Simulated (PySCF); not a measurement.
Computed properties of Si(OH)3(SH) (H4O3SSi), SMILES O[Si](O)(O)S

Si(OH)3(SH) (H4O3SSi), SMILES O[Si](O)(O)S. Geometry optimised at B3LYP-D3(BJ)/def2-SVP. Other conformers were not sampled. All values are computed for the isolated molecule unless a solvent is named; none is compared with measurement here.

**Structure.** All 21 harmonic modes at B3LYP-D3(BJ)/def2-SVP (PySCF) are real, so it is a minimum. With heavy atoms numbered as in [OH:1][Si:2]([OH:3])([OH:4])[SH:5], the shortest bond between them is O1–Si2 at 1.652 Å and the longest Si2–S5 at 2.142 Å.

**Vibrations.** The strongest infrared lines (harmonic, unscaled, degenerate partners summed) lie at 866 cm⁻¹ (213 km/mol, H 52 %, O 28 %, Si 20 %), 814 cm⁻¹ (199 km/mol, H 74 %, O 25 %), 963 cm⁻¹ (181 km/mol, Si 44 %, O 37 %, H 19 %). The softest mode is at 124 cm⁻¹ and the zero-point energy is 33.1 kcal/mol.

**Electronic structure.** r2SCAN/def2-TZVP (PySCF) places the frontier levels at -6.62 and -0.14 eV, a gap of 6.48 eV, and gives a dipole moment of 0.81 D and a mean polarisability of 51.5 bohr³. PBE/def2-TZVP (PySCF) at the same geometry gives -6.32 and -0.63 eV, so its gap is 0.79 eV narrower. An orbital gap is neither the optical nor the fundamental gap.

**Excitations.** TDA-ωB97X/def2-SVPD (PySCF) has S1 at 6.46 eV (192 nm, f = 0.006, weak); the most intense of the 10 singlets computed lies at 8.32 eV (f = 0.08). T1 (TDA) is at 6.04 eV, 0.42 eV under S1. TDA-PBE/def2-SVPD (PySCF) puts S1 at 5.42 eV. No vertical singlet excitation falls in the visible range (under 3.1 eV).

**NMR.** GIAO shifts at KT2/pcSseg-1 (PySCF) (non-relativistic, atoms alike by connectivity averaged): ¹H from 1.3 to 2.4 ppm against TMS; ²⁹Si at -27.4 ppm against TMS.

**Solvation.** SMD-PBE0/6-31G* (PySCF) gives -13.5 kcal/mol in water, -6.0 kcal/mol in benzene, -7.5 kcal/mol in chlorobenzene (1 M in both phases, gas-phase geometry); of these solvents water holds the molecule best.
